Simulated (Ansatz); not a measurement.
Energy needed to pull apart BCl₃ (SMILES ClB(Cl)Cl), singlet, into free ground-state atoms, from the structure below (displaced at random from a GFN2-xTB minimum); no zero-point or spin–orbit terms; open-shell atoms are treated unrestricted, in their ground-state multiplicity.

| atom | x (Å) | y (Å) | z (Å) |
| --- | --- | --- | --- |
| Cl1 | 0.0091 | 0.3926 | 1.5259 |
| B2 | -0.0401 | 0.1067 | 0.0410 |
| Cl3 | 0.9102 | -1.4345 | -0.2915 |
| Cl4 | -0.6790 | 0.9197 | -1.5510 |

Program: Ansatz 0.2.0. Basis: def2-TZVPP. Cores are frozen in the correlated methods.

```csv
method,atomization energy (kcal/mol)
PBE-D4,?
r2SCAN-D4,300.0
PBE0-D4,?
BHLYP-D4,275.9
LC-wPBE,289.0
wB97M-V,295.8
HF,208.3
MP2,299.1
CCSD,269.2
CCSD(T),278.3
```

Problem. What does PBE-D4 give? (An estimate is asked for; the value comes from the calculation.)

Solution. Computed: 306.8 kcal/mol, which is about 28.6 kcal/mol more than CCSD(T)/def2-TZVPP.

Problem. What does PBE0-D4 give? (To be estimated.)

Solution. Computed: 298.8 kcal/mol, which is about 20.5 kcal/mol more than CCSD(T)/def2-TZVPP.

In triple zeta the MP2 and coupled-cluster atomization energies are still short of their basis limit by a few kcal/mol a bond, whereas those of the functionals are nearly converged, so these differences are not deviations from converged CCSD(T).

No T1 diagnostic of these runs exceeds 0.011.

For scale, one of the runs: CCSD(T)/def2-TZVPP forces, 157 basis functions (an equivalent command: `ansatz run in.yaml --threads 4`). The run took 74 s on 4 CPU threads (shared host), with 1.8 GiB of host memory at its peak.
